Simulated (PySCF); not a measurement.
Mayer bond orders and bond lengths

C5H16N2Si2.
SMILES with atom numbers: `[CH3:1][CH2:2][C@@H:3]1[CH2:4][Si@H:5]([NH:6][CH3:7])[NH:8][SiH2:9]1` (hydrogens: H10, H11, H12 on C1; H13, H14 on C2; H15 on C3; H16, H17 on C4; H18 on Si5; H19 on N6; H20, H21, H22 on C7; H23 on N8; H24, H25 on Si9)

Cartesian coordinates in Å at the PBE0-D3(BJ)/def2-SVP level; atoms count from 1:
```xyz
25
C5H16N2Si2 angstrom
C     -4.3188   -0.1842    0.5564
C     -3.0419    0.4011   -0.0263
C     -1.7654   -0.2285    0.5276
C     -0.4723    0.4067   -0.0144
Si     1.0122   -0.7098    0.3430
N      2.3000   -0.6362   -0.8016
C      3.6679   -0.2536   -0.5632
N      0.1518   -2.2296    0.3241
Si    -1.5839   -2.1027    0.2533
H     -5.2139    0.3120    0.1518
H     -4.3439   -0.0769    1.6529
H     -4.4128   -1.2600    0.3313
H     -3.0498    0.2858   -1.1253
H     -3.0157    1.4904    0.1580
H     -1.7712   -0.1105    1.6292
H     -0.5349    0.4941   -1.1161
H     -0.3305    1.4346    0.3618
H      1.6858   -0.3994    1.6455
H      2.0925   -0.8506   -1.7709
H      3.9593    0.6699   -1.0977
H      4.3884   -1.0419   -0.8502
H      3.8170   -0.0601    0.5102
H      0.6377   -3.1174    0.3847
H     -2.2623   -2.9350    1.2986
H     -2.1620   -2.5221   -1.0701
```

Bond orders from the PBE0/pcSseg-1 density (PySCF). Geometry: PBE0-D3(BJ)/def2-SVP, one conformer, isolated molecule.

Task: Where do the orders between heavy atoms depart from those drawn in the SMILES?

Result: The largest departure is 0.123, at Si9–C3 (drawn single, 0.877). Drawn single, order below 0.88: Si9–C3 (0.877).

Task: Give the Mayer order of every bond between heavy atoms, beside its length.

Result: 
| bond | drawn as | length (Å) | Mayer order |
| --- | --- | --- | --- |
| C1–C2 | single | 1.521 | 1.059 |
| C2–C3 | single | 1.527 | 1.008 |
| C3–C4 | single | 1.539 | 1.011 |
| C4–Si5 | single | 1.892 | 0.889 |
| Si5–N6 | single | 1.724 | 1.022 |
| N6–C7 | single | 1.440 | 0.974 |
| Si5–N8 | single | 1.746 | 0.951 |
| N8–Si9 | single | 1.742 | 0.985 |
| Si9–C3 | single | 1.903 | 0.877 |

By pair of heavy elements: C–C: lowest C2–C3 and C3–C4 (1.008, 1.527 Å), highest C1–C2 (1.059, 1.521 Å). C–Si: all 2 within 0.02 of one another (0.877 to 0.889). N–Si: lowest Si5–N8 (0.951, 1.746 Å), highest Si5–N6 (1.022, 1.724 Å). Bonds named together lie within 0.004.

Task: And the bonds to hydrogen?

Result: C–H: 0.93 to 0.97 (11 bonds); H–Si: 0.91 to 0.92 (3 bonds); H–N: 0.92 (2 bonds).

Task: Sum the orders of all bonds at each heavy atom with more than one neighbour and set the sums beside the valence in the SMILES.

Result: C1 3.946 (drawn 4), C2 3.969 (drawn 4), C3 3.821 (drawn 4), C4 3.787 (drawn 4), Si5 3.769 (drawn 4), N6 2.920 (drawn 3), C7 3.873 (drawn 4), N8 2.858 (drawn 3), Si9 3.686 (drawn 4). Orders between atoms that aren't bonded are not in these sums.

Mayer orders depend on the basis set.

These values come from a run that also computed NMR shieldings. On one thread of an Arm Neoverse V2, shared host, this took 51 s of wall time and 1.3 GiB of memory at its peak.
